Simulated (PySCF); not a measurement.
Isomers of C8H9F3O, from PySCF, PBE0-D3(BJ)/def2-SVP geometry optimisation, gas phase. One conformer each, no zero-point energy, no frequencies.

Question: Which isomer lies lowest at this level?
A. `[CH:1]#[C:2]/[C:3]([CH2:4][C:5]([F:6])([F:7])[F:8])=[C:9](\[CH3:10])[O:11][CH3:12]` with C2–C3–C4–C5 88°, C3–C9–O11–C12 157°: A = 1121, B = 771.1, C = 515.7 MHz, dipole 3.77 D
B. `[CH2:1]=[CH:2][C@@:3]1([F:4])[C@H:5]([CH2:6][F:7])[CH2:8][C:9](=[O:10])[C@@H:11]1[F:12]` with C1–C2–C3–F4 2°, C3–C5–C6–F7 -179°, C2–C3–C5–C6 -68°, C3–C5–C8–C9 -26°, C5–C8–C9–O10 180°, C8–C9–C11–F12 149°: A = 1109, B = 884.4, C = 553.9 MHz, dipole 3.73 D
C. `[CH2:1]=[C:2]=[C:3]([CH2:4][CH2:5][CH3:6])[C:7](=[O:8])[C:9]([F:10])([F:11])[F:12]` with C2–C3–C4–C5 101°, C3–C4–C5–C6 179°, C2–C3–C7–O8 180°: A = 1413, B = 590.7, C = 470.3 MHz, dipole 3.36 D
D. `[O:1]=[C:2]([C@H:3]1[C@@H:4]2[CH2:5][CH2:6][CH2:7][C@H:8]12)[C:9]([F:10])([F:11])[F:12]` with O1–C2–C3–C4 -34°, C2–C3–C4–C5 -157°, C3–C4–C5–C6 -48°, C4–C5–C6–C7 -28°, C5–C6–C7–C8 28°: A = 1977, B = 526.2, C = 507.5 MHz, dipole 3.59 D

Answer: D. That is `O=C([C@H]1[C@@H]2CCC[C@@H]21)C(F)(F)F`, 23.1 kcal/mol below the next.

| SMILES | mapped SMILES | E (Eh) | relative (kcal/mol) | relative (kJ/mol) | dipole (D) |
| --- | --- | --- | --- | --- | --- |
| O=C([C@H]1[C@@H]2CCC[C@@H]21)C(F)(F)F | [O:1]=[C:2]([C@H:3]1[C@@H:4]2[CH2:5][CH2:6][CH2:7][C@H:8]12)[C:9]([F:10])([F:11])[F:12] | -683.79774 | 0.0 | 0.0 | 3.59 |
| C=C[C@@]1(F)[C@H](CF)CC(=O)[C@@H]1F | [CH2:1]=[CH:2][C@@:3]1([F:4])[C@H:5]([CH2:6][F:7])[CH2:8][C:9](=[O:10])[C@@H:11]1[F:12] | -683.76090 | 23.1 | 96.7 | 3.73 |
| C=C=C(CCC)C(=O)C(F)(F)F | [CH2:1]=[C:2]=[C:3]([CH2:4][CH2:5][CH3:6])[C:7](=[O:8])[C:9]([F:10])([F:11])[F:12] | -683.74716 | 31.7 | 132.8 | 3.36 |
| C#C/C(CC(F)(F)F)=C(\C)OC | [CH:1]#[C:2]/[C:3]([CH2:4][C:5]([F:6])([F:7])[F:8])=[C:9](\[CH3:10])[O:11][CH3:12] | -683.72237 | 47.3 | 197.9 | 3.77 |

As drawn, the lowest has a three-membered ring and a C=O bond, which the highest lacks; the highest has a C≡C bond and a C=C bond outside aromatic rings, which the lowest lacks.
